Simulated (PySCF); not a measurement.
Structure with atom numbers: `[CH2:1]=[C:2]([O:3][C:4]([CH3:5])=[O:6])[O:7][C:8]([F:9])([F:10])[F:11]` (H(Xn): hydrogen on atom n). Ha(C1) is cis to O3; Hb(C1) is trans to O3.

- coordinates at the GFN2-xTB level
- GIAO PBE0/pcSseg-1 shieldings
- program: PySCF 2.14
- one conformer, non-relativistic Hamiltonian, rapidly exchanging positions averaged, gas phase

List the cross peaks expected in HSQC, COSY and HMBC spectra.

Results:



HSQC (one-bond C–H):
| δH | δC |
| --- | --- |
| 5.91 (Ha(C1)) | 85.4 (C1) |
| 4.75 (Hb(C1)) | 85.4 (C1) |
| 2.33 (H(C5)) | 24.0 (C5) |

COSY cross peaks (H two or three bonds apart, from the bond graph; peaks can be absent where the dihedral angle is near 90°):
| δH | δH |
| --- | --- |
| 5.91 (Ha(C1)) | 4.75 (Hb(C1)) |

HMBC (two and three bonds, from the bond graph):
| δH | δC |
| --- | --- |
| 5.91 (Ha(C1)) | 159.1 (C2) |
| 4.75 (Hb(C1)) | 159.1 (C2) |
| 2.33 (H(C5)) | 171.7 (C4) |

References, each an isolated molecule treated in the same way: ¹H (31.72 ppm) and ¹³C (186.93 ppm) vs TMS.

Shifts are as computed. Against solution values, carbons near 30 ppm lie about +3 ppm off and those near 130 ppm about +5 ppm. Of 1211 compounds with measured shifts, 218 miss one by over three times the rms of a fit or turn the order of signals round; such compounds aren't used in these exercises.
